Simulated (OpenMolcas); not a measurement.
Mo3+ with 6 ligands (chloride) in octahedral coordination (Oh) at 2.51 Å. A charge of +0.5 e stands 2.6 Å behind each ligand. Ligand basis ANO-RCC-VDZP.
```
Mo    0.0000    0.0000    0.0000
Cl    2.5100    0.0000    0.0000
Cl    0.0000    2.5100    0.0000
Cl   -2.5100    0.0000    0.0000
Cl    0.0000   -2.5100    0.0000
Cl    0.0000    0.0000    2.5100
Cl    0.0000    0.0000   -2.5100
```

* Program: OpenMolcas
* Method: CASSCF
* Basis: ANO-RCC-VDZP [6s5p3d1f]
* Scalar Hamiltonian: DKH2, point nucleus
* Active space: 3 electrons in 5 orbitals (4d)
* State averaging: 2S+1 = 4 even, 10 roots; 2S+1 = 2 even, 40 roots
* Spin-orbit coupling: state interaction with AMFI integrals over the reference wave functions

**Question.** What is the spin-free ground state (labels of O, the rotations of Oh)?

**Answer.** 4A2, 1-fold in its orbital part; it has the highest spin that d3 allows.

**Question.** Where is the first state of the same spin?

**Answer.** 4T2 at 15900 cm-1 above the ground state.

**Question.** What are the lowest two levels with spin-orbit coupling?

**Answer.** A 4-fold level Γ8, then a 4-fold level Γ8 13392 cm-1 above it. Their leading multiplicities are 4 (100 %) and 2 (91 %).

**Question.** What is χT at 300 K, and how does it compare with the textbook value?

**Answer.** The lowest level has 2S+1 = 4, for which the spin-only value is χT = S(S+1) / 2 = 1.875 cm3 K/mol (g = 2). The computed 1.732 at 300 K differs by -0.143, through orbital momentum, spin-orbit coupling and any other state in reach.

**Question.** Which ligand-field parameters describe the states?

**Answer.** A least-squares ligand-field fit to the states below 45000 cm-1, each weighted by its degeneracy and with a free common offset, gives 10Dq = 15378 cm-1, B = 655 cm-1 and C = 2693 cm-1 (C/B = 4.11), with an rms deviation of 314 cm-1. The same method and metal basis give the free ion B = 802 cm-1 (fit to its terms below 60000 cm-1, rms deviation 39 cm-1), so the nephelauxetic ratio is β = 655 / 802 = 0.82; it hangs on how both fits weigh the states, and computed free-ion B values tend to be too large, so β mixes covalency with correlation.

Without dynamic correlation the repulsion within the d shell is too large (B by tens of per cent), so at a given field states of lower spin stand too high. The least metal-like active orbital is 80 % on the metal (Löwdin) and no ligand orbital is active, so the numbers are rough. With metal d orbitals alone the field can be off either way by tens of per cent. Ligand-to-metal charge-transfer states are missing. With no ligand orbital active B as a rule stays too high, so bands that hang on it stand too high and its fall with covalency is understated. The distance lies 2 % over the 2.45 Å that this model takes as the normal distance (a Shannon-type radius plus a fixed donor radius); by an R⁻⁵ law this alone changes a d-shell field by about -11 %. No measured value stands beside these numbers; the geometry is a model, was not optimised and need not be the one that this ion takes.
